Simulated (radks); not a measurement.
Problem. The manganese ion Mn3+, configuration [Ar] 3d(up 4, down 0). Method: non-relativistic Kohn-Sham, PBEsol, spin-polarised, spherical densities, point nucleus; computed with a radial shooting solver on a logarithmic mesh with Libxc functionals. Some entries of the table are withheld. Estimate them.

| orbital | occ. | eigenvalue (Ry) | <r^2> (bohr^2) |
|---|---|---|---|
| 1s down | 1 | -470.6336 | 0.005090 |
| 1s up | 1 | -470.6328 | 0.005090 |
| 2s up | 1 | -56.54657 | 0.09449 |
| 2s down | 1 | -56.39220 | 0.09411 |
| 2p up | 3 | (1) | 0.07601 |
| 2p down | 3 | (2) | 0.07562 |
| 3s up | 1 | -8.93219 | 0.8352 |
| 3s down | 1 | -8.58702 | 0.8418 |
| 3p up | 3 | -6.72531 | 0.9302 |
| 3p down | 3 | -6.38468 | 0.9429 |
| 3d up | 4 | -3.16510 | 1.319 |
| 3d down | 0 | -2.83756 | 1.409 |

Solution. 
(1) 2p up eigenvalue (Ry): -48.86159
(2) 2p down eigenvalue (Ry): -48.74570
